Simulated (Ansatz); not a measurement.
The lowest singlet and triplet of CH4Si (SMILES C[SiH]); geometries from B3LYP-D3(BJ)/def2-TZVP, each state relaxed from the structure named, with no frequency check.
Singlet (charge 0, multiplicity 1):
| atom | x (Å) | y (Å) | z (Å) |
|---|---|---|---|
| C | -1.0683 | -0.4143 | 0.0279 |
| Si | 0.6602 | 0.3758 | -0.0297 |
| H | -1.1650 | -1.1552 | -0.7750 |
| H | -1.8806 | 0.3073 | -0.0585 |
| H | -1.1895 | -0.9746 | 0.9630 |
| H | 1.4013 | -0.9525 | 0.1188 |

```json
[
 {"level": "R-HF/cc-pV(T+d)Z", "gap E(singlet) − E(triplet), vertical, at the singlet's geometry (kcal/mol)": "-14.81"},
 {"level": "R-PBE/def2-TZVPP", "gap E(singlet) − E(triplet), vertical, at the singlet's geometry (kcal/mol)": "-26.10"},
 {"level": "R-r2SCAN/def2-TZVPP", "gap E(singlet) − E(triplet), vertical, at the singlet's geometry (kcal/mol)": "-21.49"},
 {"level": "R-B3LYP/def2-TZVPP", "gap E(singlet) − E(triplet), vertical, at the singlet's geometry (kcal/mol)": "-30.51"},
 {"level": "U-B3LYP/def2-TZVPP", "gap E(singlet) − E(triplet), vertical, at the singlet's geometry (kcal/mol)": "-30.51"},
 {"level": "R-PBE0/def2-TZVPP", "gap E(singlet) − E(triplet), vertical, at the singlet's geometry (kcal/mol)": "-25.32"},
 {"level": "R-BHLYP/def2-TZVPP", "gap E(singlet) − E(triplet), vertical, at the singlet's geometry (kcal/mol)": "-29.84"},
 {"level": "U-wB97M-V/def2-TZVPP", "gap E(singlet) − E(triplet), vertical, at the singlet's geometry (kcal/mol)": "-34.67"},
 {"level": "R-B2PLYP/def2-TZVPP", "gap E(singlet) − E(triplet), vertical, at the singlet's geometry (kcal/mol)": "-30.20"},
 {"level": "R-MP2/cc-pV(D+d)Z", "gap E(singlet) − E(triplet), vertical, at the singlet's geometry (kcal/mol)": "-25.30"},
 {"level": "R-SCS-MP2/cc-pV(T+d)Z", "gap E(singlet) − E(triplet), vertical, at the singlet's geometry (kcal/mol)": "-31.55"},
 {"level": "U-SCS-MP2/cc-pV(Q+d)Z (spin-contaminated)", "gap E(singlet) − E(triplet), vertical, at the singlet's geometry (kcal/mol)": "-26.42"},
 {"level": "R-CCSD/cc-pV(T+d)Z", "gap E(singlet) − E(triplet), vertical, at the singlet's geometry (kcal/mol)": "-30.03"},
 {"level": "U-CCSD/cc-pV(T+d)Z (spin-contaminated)", "gap E(singlet) − E(triplet), vertical, at the singlet's geometry (kcal/mol)": "-29.70"},
 {"level": "R-CCSDT(Q)/cc-pV(D+d)Z", "gap E(singlet) − E(triplet), vertical, at the singlet's geometry (kcal/mol)": "-29.00"},
 {"level": "SA-CASSCF(2,2)/cc-pV(D+d)Z", "gap E(singlet) − E(triplet), vertical, at the singlet's geometry (kcal/mol)": "-25.51"},
 {"level": "SA-CASSCF(2,2)/cc-pV(Q+d)Z", "gap E(singlet) − E(triplet), vertical, at the singlet's geometry (kcal/mol)": "-26.48"},
 {"level": "SC-NEVPT2 on SA-CASSCF(2,2)/cc-pV(Q+d)Z", "gap E(singlet) − E(triplet), vertical, at the singlet's geometry (kcal/mol)": "-32.14"},
 {"level": "FIC-NEVPT4(SD) on SA-CASSCF(2,2)/cc-pV(D+d)Z", "gap E(singlet) − E(triplet), vertical, at the singlet's geometry (kcal/mol)": "-28.91"},
 {"level": "FIC-MRCISD+Q on SA-CASSCF(2,2)/cc-pV(T+d)Z", "gap E(singlet) − E(triplet), vertical, at the singlet's geometry (kcal/mol)": "-30.33"}
]
```

The rows run from -34.67 (U-wB97M-V/def2-TZVPP) to -14.81 kcal/mol (R-HF/cc-pV(T+d)Z). The 6 R-functionals in def2-TZVPP without D3 or D4 span 9.02, from R-B3LYP to R-r2SCAN.

A positive gap puts the triplet lower; no zero-point energy. R- takes a restricted singlet. U- takes an unrestricted singlet (broken symmetry where lower, unprojected). The triplet is unrestricted in single-reference levels. Active spaces average the two states.

Correlated levels freeze the cores.

Doubts at one or more of the structures used: a restricted determinant that unrestricted orbitals would lower (R-HF/cc-pV(T+d)Z, R-r2SCAN/def2-TZVPP, R-B2PLYP/def2-TZVPP, R-MP2/cc-pV(D+d)Z, R-SCS-MP2/cc-pV(T+d)Z, R-CCSD/cc-pV(T+d)Z, R-CCSDT(Q)/cc-pV(D+d)Z); T1 above 0.05 (U-CCSD/cc-pV(T+d)Z (spin-contaminated)).

The values were computed with Ansatz (a quantum-chemistry and plane-wave program).
